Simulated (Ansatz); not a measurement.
Li2O (SMILES [Li][O][Li]), charge 0, multiplicity 1, relaxed at each level with Ansatz (an electronic-structure program); harmonic frequencies from differences of analytic forces, average atomic masses, frozen cores.

| level | Li1–O2 (Å) | O2–Li3 (Å) | Li1–O2–Li3 (°) | dipole (D) |
|---|---|---|---|---|
| HF/def2-TZVPP | 1.5966 | 1.5966 | 180.0 | 0.00 |
| PBE/def2-TZVPP | 1.6245 | 1.6245 | 180.0 | 0.00 |
| r2SCAN/def2-TZVPP | 1.6199 | 1.6199 | 180.0 | 0.00 |
| B3LYP/def2-TZVPP | 1.6108 | 1.6108 | 180.0 | 0.00 |
| PBE0/def2-TZVPP | 1.6080 | 1.6080 | 180.0 | 0.00 |
| wB97X-V/def2-TZVPP | 1.6149 | 1.6149 | 180.0 | 0.00 |
| MP2/cc-pVTZ | 1.6475 | 1.6475 | 180.0 | 0.00 |
| CCSD(T)/cc-pVDZ | 1.6592 | 1.6592 | 180.0 | 0.00 |
| CCSD(T)/cc-pVTZ | 1.6346 | 1.6346 | 180.0 | 0.00 |
| CCSD(T)/cc-pVQZ | 1.6294 | 1.6294 | 180.0 | 0.00 |

Measured: bond lengths of mixed type (r0, rs, rg or re) LiO 1.606 Å [NIST CCCBDB].
